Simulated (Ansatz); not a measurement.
Ge₂O⁻. Charge -1, multiplicity 2. Geometry r2SCAN-D4/def2-TZVP, that of the neutral singlet; atoms count from 1.

| atom | x (Å) | y (Å) | z (Å) |
| --- | --- | --- | --- |
| Ge1 | 0.630 | -0.854 | -0.784 |
| Ge2 | 0.060 | 1.263 | 0.378 |
| O3 | -0.689 | -0.409 | 0.406 |

The highest occupied level of the charge -1 doublet lies above zero (up to 0.64 eV). Its loss leaves the charge 0 singlet, which lies 1.10 eV higher (vertical, at PBE0-D4/def2-TZVPD), but this difference is unsure: the singlet is doubtful (at the level of its geometry, restricted singlet, unstable towards broken spin symmetry). The structure comes from a short search, and lower isomers may exist.

Estimate the Mulliken populations from the PBE0/def2-TZVPD orbitals of Ansatz.


```csv
atom,charge (e),spin (α − β)
Ge1,-0.27,0.38
Ge2,-0.27,0.38
O3,-0.47,0.24
```
Mulliken values and Mayer orders depend strongly on the basis. With diffuse functions, as here, like atoms can get unlike values, and bond orders can come out too low or too high.

Where does the spin sit?

Summed by element: Ge 0.76, O 0.24, of 1 unpaired in all. Largest on single atoms: Ge1 0.38, Ge2 0.38, O3 0.24.

And the Mayer bond orders between bonded heavy atoms (over 0.3)?

Ge1–Ge2 1.45 (2.48 Å); Ge1–O3 0.83 (1.83 Å); Ge2–O3 0.83 (1.83 Å).
